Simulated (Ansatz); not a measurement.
```xyz
16

C    -1.494    0.727   -1.904
In   -0.863    1.069    0.134
C     1.180    1.665    0.549
O    -0.495   -1.298    0.765
Si    0.946   -2.136    0.654
H    -0.672    0.330   -2.503
H    -1.824    1.662   -2.364
H    -2.327    0.023   -1.939
H    -2.052    1.193    1.408
H     1.268    2.754    0.508
H     1.874    1.250   -0.185
H     1.490    1.348    1.548
H    -1.075   -1.486    1.507
H     1.830   -1.809    1.800
H     1.545   -1.697   -0.623
H     0.668   -3.594    0.646
```

The species carries charge 0 and has multiplicity 1. In takes the def2 core potential.

List the CAM-B3LYP/def2-TZVPP orbital energies in eV (Ansatz 0.2.0). (Estimate.)

Computed: Occupied: -1802.08, -523.78, -277.74, -277.69, -146.59, -128.02, -101.96, -101.89, -101.89, -84.76, -84.47, -84.43, -30.79, -21.90, -21.74, -21.61, -21.56, -21.55, -19.90, -19.60, -18.52, -15.82, -14.00, -13.26, -12.21, -12.05, -11.94, -11.88, -11.72, -11.35, -10.96, -8.41, -8.05. Lowest empty: 0.06, 1.01, 1.42, 1.67, 2.01, 2.13, 2.39, 2.67.
